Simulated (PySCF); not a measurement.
Can point charges reproduce the dipole moment of `FCC(O[SiH3])=C`?

Coordinates (GFN2-xTB, Å) and charges (e) from the PBE0/pcSseg-1 density (PySCF):

| atom | x | y | z | Mulliken | IAO | Hirshfeld | ESP-fitted |
| --- | --- | --- | --- | --- | --- | --- | --- |
| C1 | -1.630 | 1.254 | -0.309 | -0.1650 | -0.3898 | -0.1490 | -0.7238 |
| C2 | -0.631 | 0.398 | -0.155 | +0.0070 | +0.1915 | +0.0658 | +0.4246 |
| C3 | -0.632 | -1.002 | -0.710 | +0.2140 | +0.0193 | +0.0220 | -0.0063 |
| F4 | -1.783 | -1.283 | -1.389 | -0.3237 | -0.3106 | -0.0993 | -0.2161 |
| O5 | 0.481 | 0.738 | 0.527 | -0.6000 | -0.5871 | -0.1904 | -0.4192 |
| Si6 | 1.877 | 0.012 | 0.929 | +0.6694 | +0.8667 | +0.3944 | +0.5787 |
| H7 | -1.578 | 2.242 | 0.109 | +0.1216 | +0.1636 | +0.0460 | +0.2463 |
| H8 | -2.514 | 0.979 | -0.852 | +0.1240 | +0.1677 | +0.0412 | +0.2513 |
| H9 | -0.545 | -1.734 | 0.103 | +0.1304 | +0.1487 | +0.0478 | +0.0997 |
| H10 | 0.201 | -1.135 | -1.411 | +0.1303 | +0.1487 | +0.0477 | +0.1014 |
| H11 | 2.497 | 1.101 | 1.662 | -0.0919 | -0.1191 | -0.0691 | -0.0891 |
| H12 | 2.622 | -0.390 | -0.267 | -0.1081 | -0.1497 | -0.0787 | -0.1244 |
| H13 | 1.631 | -1.179 | 1.746 | -0.1080 | -0.1498 | -0.0788 | -0.1231 |

**Question.** Compute μ = Σ q r for each scheme (1 e·Å = 4.803 D) and compare with the dipole of the full density.

**Answer.** The full density gives (1.82, -0.71, 0.61) D, 2.05 D in size; dipole vectors point from the negative to the positive end.

| scheme | μx | μy | μz | size (D) | share of the full size (%) | angle to the full dipole (°) |
| --- | --- | --- | --- | --- | --- | --- |
| Mulliken | 2.10 | -1.68 | 0.37 | 2.71 | 132 | 19 |
| IAO | 3.53 | -1.19 | 1.27 | 3.94 | 192 | 3 |
| Hirshfeld | 1.51 | -0.66 | 0.48 | 1.71 | 84 | 2 |
| ESP-fitted | 1.84 | -0.73 | 0.62 | 2.07 | 101 | 0 |

**Question.** Which set comes closest?

**Answer.** Length of the difference vector: ESP-fitted 0.02 D, Hirshfeld 0.35 D, Mulliken 1.03 D, IAO 1.90 D. Closest: ESP-fitted. 

**Question.** What is left for the Hirshfeld atoms' own dipoles?

**Answer.** The Hirshfeld atoms' densities add up to the full density, so μ = Σ q r + Σ (atomic dipoles). The atomic dipoles sum to (1.82, -0.71, 0.61) − (1.51, -0.66, 0.48) = (0.31, -0.05, 0.13) D, 0.35 D in size.

**Question.** With the origin at the mean of the coordinates, (0.000, 0.000, -0.001) Å, which are the largest single terms, by size, of the Hirshfeld dipole along the direction of the full one?

**Answer.** Si6 +3.68, C1 +1.41, H13 -0.90, H12 -0.90, H11 -0.77 D; all 13 atoms together +1.71 D. The single terms depend on the origin, their sum doesn't.

**Question.** Give the size of the full dipole in other units.

**Answer.** 2.05 D = 0.807 au = 0.427 e·Å = 6.84 × 10⁻³⁰ C·m.

One conformer (not necessarily the lowest) at the GFN2-xTB geometry, without solvent, vibrations or thermal averaging.

Shape of the structure used: `[CH2:1]=[C:2]([CH2:3][F:4])[O:5][SiH3:6]`: C1–C2–C3–F4 0°, C1–C2–O5–Si6 180°.
